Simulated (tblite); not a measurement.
Compound: C₄H₁₂O₂Si₂.
SMILES with atom numbers: `[CH2:1]=[CH:2][Si@H:3]([O:4][CH3:5])[SiH2:6][O:7][CH3:8]` (hydrogens: H9, H10 on C1; H11 on C2; H12 on Si3; H13, H14, H15 on C5; H16, H17 on Si6; H18, H19, H20 on C8)

Cartesian coordinates in Å at the GFN2-xTB level; atoms count from 1:
```xyz
20
C4H12O2Si2 angstrom
C     -0.802    2.428   -0.252
C     -1.468    1.326   -0.560
Si    -0.695   -0.407   -0.662
O     -1.628   -1.516    0.091
C     -2.964   -1.820   -0.163
Si     1.211   -0.730    0.538
O      2.214    0.256   -0.281
C      3.563    0.477   -0.018
H      0.256    2.399   -0.044
H     -1.266    3.403   -0.199
H     -2.532    1.419   -0.761
H     -0.698   -0.694   -2.118
H     -3.605   -0.965    0.059
H     -3.251   -2.658    0.474
H     -3.106   -2.098   -1.210
H      1.200   -0.341    1.965
H      1.793   -2.087    0.581
H      4.128   -0.456   -0.083
H      3.697    0.890    0.985
H      3.949    1.183   -0.754
```

All values are computed: GFN2-xTB (tblite) harmonic vibrations without scaling, gas phase. This tight-binding method is rough: wavenumbers can miss measured ones by several per cent, in bad cases by 10 to 20. Modes of hydrogen on silicon can be 10 to 20 % off. One conformer, not necessarily the lowest.

Harmonic wavenumbers (cm⁻¹): 27.4, 46.9, 68.4, 85.2, 90.4, 100.7, 109.0, 123.9, 152.0, 215.0, 234.0, 271.5, 338.8, 441.1, 475.2, 506.6, 607.7, 646.2, 687.2, 709.4, 753.8, 769.3, 774.9, 866.5, 920.8, 1003.2, 1028.8, 1120.8, 1127.9, 1132.4, 1134.3, 1147.2, 1150.0, 1272.0, 1414.6, 1417.0, 1419.7, 1485.2, 1486.1, 1492.5, 1494.4, 1664.0, 2047.3, 2088.4, 2139.9, 2948.4, 2950.4, 2961.2, 2964.8, 2988.1, 2988.4, 2988.6, 3065.2, 3101.8.

A = 2097, B = 827.5, C = 634.4 MHz; mass 148.038 u (most abundant isotopes); point group C1, symmetry number 1.

Problem. What is the zero-point energy?

Solution. Half the sum of the wavenumbers: 32622 cm⁻¹ = 390.25 kJ/mol.

Problem. Entropy at 298.15 K, 1 bar (ideal gas, RRHO, classical rotation)?

Solution. Translation 171.18, rotation 125.76, vibration 196.20: S = 493.1 J/(mol K).

Problem. And Cp and H(298.15 K) − H(0)?

Solution. Cp = 193.30 J/(mol K), of which vibrations give 160.04 (their classical limit is 54 R = 449.0); H(298.15 K) − H(0) = 37.70 kJ/mol without the zero-point energy, 27.79 from vibrations.

Problem. Which modes carry the vibrational entropy at 298.15 K?

Solution. 27.4 cm⁻¹: 25.14; 46.9 cm⁻¹: 20.69; 68.4 cm⁻¹: 17.57; 85.2 cm⁻¹: 15.76; 90.4 cm⁻¹: 15.28; 100.7 cm⁻¹: 14.40 J/(mol K); the other 48 give 87.37 together.

Problem. How do the functions run with temperature in this model?

Solution. 
```csv
T (K),S (J/(mol K)),Cp (J/(mol K)),H − H(0) (kJ/mol),G − H(0) (kJ/mol),ln q(vib)
100,334.5,110.9,7.49,-25.97,3.88
200,424.6,152.8,20.72,-64.20,8.49
300,494.3,194.0,38.06,-110.24,12.46
500,611.2,266.4,84.45,-221.17,19.42
800,753.6,338.8,176.14,-426.71,28.49
1000,832.8,370.8,247.26,-585.52,33.87
```

q(vib) and H(0) count from the zero-point level.

Problem. Blend soft modes into free rotors: weight 1/[1 + (100 cm⁻¹/ν̃)⁴] for the oscillator and the rest for a rotor with moment μB/(μ + B), μ = h/(8π²ν), B = 10⁻⁴⁴ kg m². What vibrational entropy results?

Solution. 173.30 J/(mol K) in place of 196.20, which changes −T·S at 298.15 K by +6.83 kJ/mol.

Problem. What must be added to the electronic energy to get the Gibbs energy at 298.15 K and 1 bar?

Solution. ZPE + [H(298.15 K) − H(0)] − T·S = 390.25 + 37.70 − 147.03 = 280.92 kJ/mol.

Hindered rotation and anharmonicity are outside this model. Other conformers, if any are populated, would add a mixing term that is left out. The structure is chiral; the term R ln 2 for an equal mix with its mirror image is left out.

Hardware: an Arm Neoverse N1 with one thread (shared host). Cost: 1.6 s of wall time. This covers the Hessian and the dipole derivatives.
